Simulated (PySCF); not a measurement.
C₆ coefficients of unlike pairs at PBE

Calculated with PySCF 2.14 from the dipole response of each species, C₆(A,B) = (3/π) ∫ α_A(iu) α_B(iu) du, in atomic units, from isotropic polarisabilities. For ions this is the dispersion term alone; charge-induced terms of lower order in 1/R come first.

| species | configuration | basis | relativity | α (bohr³) | C₆ (like pair) |
| --- | --- | --- | --- | --- | --- |
| Si⁺ | [Ne] 3s2 3p1 (2P) | aug-cc-pV(Q+d)Z with one added diffuse shell each of s, p, d, f, g type (8s7p6d4f3g) | none | 19.10 | 100.7 |
| V²⁺ | [Ar] 3d3 (4F) | aug-cc-pVDZ-DK (7s6p4d2f) | spin-free X2C | 4.707 | 13.36 |
| Sr | [Kr] 5s2 (1S) | def2-TZVPPD with the def2 core potential (28 electrons) (6s4p3d1f) | core potential | 195.3 | 3149 |
| Ga³⁺ | [Ar] 3d10 (1S) | aug-cc-pVTZ-DK (7s6p4d2f) | spin-free X2C | 1.085 | 1.251 |

(1) Estimate C₆ for Ga³⁺ with Sr.

No spin-orbit coupling is included.

The other pairs:

```tsv
pair	C₆
Sr, V²⁺	139.2
V²⁺, Si⁺	33.08
Ga³⁺, V²⁺	4.030
Sr, Si⁺	486.6
Ga³⁺, Si⁺	9.181
```

Answers

(1) The integral gives 35.72. The combination rule 2 C_A C_B / (C_A α_B/α_A + C_B α_A/α_B) gives 32.47 and the geometric mean 62.76.
